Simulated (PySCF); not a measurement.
Ligands exchanged one at a time, Si NH2-SH. Gas-phase values, no solvent. One relaxed conformer stands for each flexible species; it need not be the lowest. Strings in code marks are SMILES.

Calculation: B3LYP-D3(BJ)/def2-TZVP run with PySCF. B3LYP has the VWN-RPA correlation part, as in Gaussian. Excitations are Tamm–Dancoff values on a coarser integration grid. The basis has no diffuse functions, so Rydberg states are missing or too high.

```
species                                     T1 excitation (TDA) (eV)  S1 oscillator strength  S1 excitation (TDA) (eV)  HOMO (eV)
------------------------------------------  ------------------------  ----------------------  ------------------------  ---------
1 of 4 NH2 replaced by SH                                       5.51                   0.005                      5.93          …
2 of 4 NH2 replaced by SH (`N[Si](N)(S)S`)                      5.51                   0.000                      5.94          …
3 of 4 NH2 replaced by SH                                       5.34                   0.009                      5.78      -7.12
4 of 4 NH2 replaced by SH (`S[Si](S)(S)S`)                         …                       …                      4.80      -7.01
```

**Question.** Complete the blanks.

**Answer.** 
- 1 of 4 NH2 replaced by SH, HOMO (eV): -6.64
- 2 of 4 NH2 replaced by SH (`N[Si](N)(S)S`), HOMO (eV): -6.94
- 4 of 4 NH2 replaced by SH (`S[Si](S)(S)S`), T1 excitation (TDA) (eV): 4.57
- 4 of 4 NH2 replaced by SH (`S[Si](S)(S)S`), S1 oscillator strength: 0.000
